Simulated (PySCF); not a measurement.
F6Si2, SMILES F[Si](F)([Si](F)(F)F)F.

Geometry: PBE0-D3(BJ)/def2-SVP. One conformer was computed; it need not be the lowest.

Level of theory: PBE/def2-TZVP in PySCF.

The molecule is in vacuum.

```yaml
total_energy: -1177.89537 hartree
point_group: D3d
highest_occupied_level: -9.00 eV
lowest_empty_level: -1.94 eV
orbital_gap: 7.06 eV
dipole_moment: 0.00 D
quadrupole, principal values (traceless, Buckingham form, about the centre of nuclear charge): -0.38, 0.19, 0.19 D·Å
mean_static_polarisability: 45.1 bohr³ (6.68 Å³)
polarisability_principal_values: 42.7, 42.7, 49.9 bohr³
```
